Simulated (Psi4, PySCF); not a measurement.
propene (C$_{3}$H$_{6}$), singlet, at a GFN2-xTB geometry. Base run: PBE/6-31G, TDDFT (PySCF).

Input for PySCF:
```python
from pyscf import gto, scf, dft, tdscf

mol = gto.M(
    atom='''
C     1.27989193    0.12352179    0.00919112
C     0.00825223    0.47486055    0.00924347
H     1.58086326   -0.91147352   -0.00926160
H     2.07459801    0.84971927    0.02748105
H    -0.26659719    1.52209281    0.02807201
C    -1.13573952   -0.48243353   -0.01537878
H    -0.78376375   -1.51090673   -0.03343425
H    -1.76443256   -0.33959044    0.86334919
H    -1.75509560   -0.30553422   -0.89454124
''',
    basis='6-31g',
    verbose=3,
)

mf = dft.RKS(mol)
mf.xc = 'pbe'
mf.kernel()
td = mf.TDDFT()
td.nstates = 5
td.kernel()
td.analyze()
```

Programs used: Psi4, PySCF; a row that names a program was run with it.

Variants of this job, named by their change:

```csv
change,first excitation (eV),oscillator strength of the first,second (eV)
base,8.15,0.414,8.26
conv_tol = 1e-3,8.15,0.414,8.26
functional = pbe0,8.29,0.460,8.63
functional = wb97x,___,___,___
nstates = 10,8.15,0.414,8.26
code = psi4,8.15,0.414,8.26
functional = blyp,___,0.414,___
response = Tamm-Dancoff,8.26,0.000,8.55
basis = cc-pVDZ,___,0.000,___
nstates = 15,8.15,0.414,8.26
```

Question: What belongs in the gaps?

Answer: 
- functional = wb97x, first excitation (eV): 8.33
- functional = wb97x, oscillator strength of the first: 0.481
- functional = wb97x, second (eV): 8.79
- functional = blyp, first excitation (eV): 8.10
- functional = blyp, second (eV): 8.28
- basis = cc-pVDZ, first excitation (eV): 7.63
- basis = cc-pVDZ, second (eV): 7.83

An iterative solver can miss low states, so a row lists the states that it found.
